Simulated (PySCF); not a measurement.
Bonds (- single, = double, # triple, : aromatic): N1-Si2 1.720 Å, Si2-C3 1.915 Å, C3=O4 1.205 Å. N1 carries H5, H6; Si2 carries H7, H8; C3 carries H9.

How the numbers were obtained: shielding tensors at PBE0/pcSseg-1 (GIAO), GFN2-xTB structure, in PySCF (averaged over atoms made equivalent by symmetry, fast rotation or ring inversion, non-relativistic Hamiltonian, in vacuum, one conformer).

Referencing at the same level of theory: 13C and 1H and 29Si vs TMS; NH3 for 15N; 17O against H2O.

```tsv
atoms	nucleus	count	δ (ppm)
N1	15N	1	2.8
C3	13C	1	?
H9	1H	1	12.47
H5/H6	1H	2	0.56
O4	17O	1	990.3
H7/H8	1H	2	?
Si2	29Si	1	-58.9
```

Q: Estimate the values marked ?.

A: 
- C3: 251.7 ppm, carbonyl carbon
- H7/H8: 4.64 ppm, hydrogen on a silicon bonded to C, N

OH and NH positions are those of a molecule without intermolecular hydrogen bonds; in solution they move with solvent, concentration and temperature, and exchange usually removes their couplings. Shifts are as computed. Against solution values, carbons near 30 ppm lie about +3 ppm off and those near 130 ppm about +5 ppm. Of 1211 compounds with measured shifts, 218 miss one by over three times the rms of a fit or turn the order of signals round; such compounds aren't used in these exercises. Unscaled 17O shifts of doubly bonded oxygen tend to come out too high, by tens of ppm or more. Experimental scales use liquid or dissolved standards, which lie at an offset from isolated NH3 (liquid NH3: subtract about 20 ppm) and H2O (liquid H2O: subtract about 36 ppm).
